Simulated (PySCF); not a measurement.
Theoretical values (PySCF): shieldings: GIAO PBE0/pcSseg-1, geometry: GFN2-xTB. Non-relativistic, one conformer, no solvent, one averaged value for each set of equivalent atoms.

δ = σ(ref) − σ, references computed at the same level: TMS for 1H (σref 31.72) and 13C (σref 186.93). Shifts are as computed. Against solution values, carbons near 30 ppm lie about +3 ppm off and those near 130 ppm about +5 ppm. Of 1211 compounds with measured shifts, 218 miss one by over three times the rms of a fit or turn the order of signals round; such compounds aren't used in these exercises. OH and NH positions are gas-phase values without hydrogen bonding to other molecules.

**Question.** Order these molecules by the shift of their most shielded carbon-bound hydrogen, lowest δ first.
A. Cc1nn(C(C)C)cp1
B. C=C1[C@@H](F)O[C@@H]1C(F)F
C. C=C/C=C\CC(F)(F)F
D. CC1([SiH](O)O)CC1

**Answer.** D (0.08 ppm, hydrogen on a three-membered-ring carbon), A (1.60 ppm, hydrogen on a methyl carbon), C (3.06 ppm, hydrogen on an allylic sp3 CH2), B (5.35 ppm, hydrogen on an allylic sp3 CH bonded to O).

**Question.** Order these molecules by the shift of their most deshielded carbon-bound hydrogen, lowest δ first.
A. CC1([SiH](O)O)CC1
B. N#CC(C#N)(C#N)CF
C. Cc1nn(C(C)C)cp1
D. C=C/C=C\CC(F)(F)F
E. C=C1[C@@H](F)O[C@@H]1C(F)F

**Answer.** A (1.12 ppm, hydrogen on a methyl carbon), B (5.14 ppm, hydrogen on an sp3 CH2 bonded to F), E (6.52 ppm, hydrogen on an allylic sp3 CH bonded to F and O), D (6.93 ppm, hydrogen on an alkene CH), C (8.45 ppm, hydrogen on an aromatic CH next to a ring nitrogen).

**Question.** How many 13C and 1H signals does each give (equivalence by symmetry and fast rotation, but not about amide C–N or C=N bonds)? `C=C1[C@@H](F)O[C@@H]1C(F)F`, `N#CC(C#N)(C#N)CF`, `C=C/C=C\CC(F)(F)F`, `Cc1nn(C(C)C)cp1`, `CC1([SiH](O)O)CC1`

**Answer.** C=C1[C@@H](F)O[C@@H]1C(F)F: 5 C, 5 H; N#CC(C#N)(C#N)CF: 3 C, 1 H; C=C/C=C\CC(F)(F)F: 6 C, 6 H; Cc1nn(C(C)C)cp1: 5 C, 4 H; CC1([SiH](O)O)CC1: 3 C, 5 H.
